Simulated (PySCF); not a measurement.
SnF, SMILES [F][Sn+] (connectivity only; charge and spin as stated), charge +1, multiplicity 1.

Geometry: PBE0-D3(BJ)/def2-TZVP. The multiplicity is an assumed one; other spin states were not compared. The def2 effective core potentials stand for the cores of Sn; spin–orbit coupling is left out.

Two levels are set side by side: PBE/def2-TZVPD (PySCF) and ωB97X/def2-TZVPD (PySCF). Same geometry, gas phase. Differences are taken from unrounded values.

| quantity | PBE |
|---|---|
| orbital gap (eV) | 5.08 |
| highest occupied level (eV) | -15.16 |
| lowest empty level (eV) | -10.08 |
| mean polarisability (bohr³) | 25.9 |

### Question
These are the PBE values. What does ωB97X give? (An estimate is asked for; the answer gives what the named calculation found.)

### Answer

```csv
quantity,ωB97X,PBE minus ωB97X
orbital gap (eV),11.44,-6.36
highest occupied level (eV),-18.75,3.59
lowest empty level (eV),-7.31,-2.77
mean polarisability (bohr³),25.5,0.4
```

PBE's occupied levels lie high since its potential decays too fast outside the molecule; exact exchange lowers them and widens the gap. Differences between two approximate levels are no errors against the true value.

Rough cost on one machine, each run with all the roots and properties that it gave: ωB97X against PBE within a factor of 2.
